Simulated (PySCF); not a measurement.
**Frontier orbitals and the lowest excitations**

CH₄F₂Ge.
Cartesian coordinates in Å at the PBE0-D3(BJ)/def2-SVP level; atoms count from 1:
```
atom  x, y, z in Å
F1    -1.7182    1.2549   -0.8216
C2    -1.3220    0.2311   -0.0256
F3    -1.7578   -0.9282   -0.5787
Ge4    0.6636    0.2002    0.0816
H5    -1.8216    0.3495    0.9535
H6     1.0894   -0.9735    0.9769
H7     1.1525    1.5291    0.6773
H8     1.2023    0.0162   -1.3427
```

Theory: PySCF 2.14.0, density-fitted response routines, TDDFT CAM-B3LYP/def2-SVPD, vertical, gas phase, core orbitals frozen in the response. The CAM-B3LYP/def2-SVPD calculation is non-relativistic and has no spin–orbit coupling, an omission that weighs most on germanium.

Kohn–Sham orbitals with the atoms that hold most of them (Löwdin shares over 4%, at most four atoms; ? is withheld):

```json
{"orbital": "LUMO+2", "ε (eV)": "1.71", "atoms": "Ge4 49%, H7 9%, H6 9%, H8 8%"}
{"orbital": "LUMO+1", "ε (eV)": "1.15", "atoms": "Ge4 35%, C2 19%, H8 12%, H7 10%"}
{"orbital": "LUMO", "ε (eV)": "0.87", "atoms": "?"}
{"orbital": "HOMO", "ε (eV)": "?", "atoms": "C2 28%, Ge4 20%, F1 18%, F3 18%"}
{"orbital": "HOMO-1", "ε (eV)": "-11.40", "atoms": "Ge4 42%, H7 25%, H6 24%"}
{"orbital": "HOMO-2", "ε (eV)": "-11.41", "atoms": "Ge4 43%, H8 32%, H6 11%, H7 9%"}
{"orbital": "HOMO-3", "ε (eV)": "-13.15", "atoms": "F1 32%, F3 32%, C2 18%, H5 10%"}
```

Which atoms hold the LUMO, and with what shares?

Ge4 (bonded to C and 3 H) 56%; H6 (bonded to Ge) 10%; H7 (bonded to Ge) 10%; H8 (bonded to Ge) 8%. By element: germanium 56%, hydrogen 29% or more.

What is the HOMO energy, and the HOMO–LUMO gap?

ε(HOMO) = -10.06 eV; the gap is 10.92 eV (0.4015 hartree).

Within 0.005 eV of a neighbour in this list lie HOMO-2/HOMO-1 (point group found: Cs); within a degenerate set the shares of single atoms can hang on how the components are chosen.

How does S1 compare with the orbital gap of 10.92 eV?

S1 is at 7.86 eV (f = 0.030), 3.06 eV below the gap, made of HOMO→LUMO (58%), HOMO→LUMO+1 (38%). 

Next come S2 at 8.27 eV (f 0.026), HOMO→LUMO+2 (71%), HOMO→LUMO (14%); S3 at 8.31 eV (f 0.0032), HOMO→LUMO+3 (83%); S4 at 8.58 eV (f 0.249), HOMO→LUMO+1 (44%), HOMO→LUMO (25%), HOMO→LUMO+2 (20%); S5 at 9.01 eV (f 0.038), HOMO-1→LUMO+1 (48%), HOMO-1→LUMO (32%), HOMO-1→LUMO+2 (12%).

Löwdin shares depend on the basis, the more so with diffuse functions.

Time: 17 s of wall time. Hardware: Arm Neoverse V2, one thread, shared host.
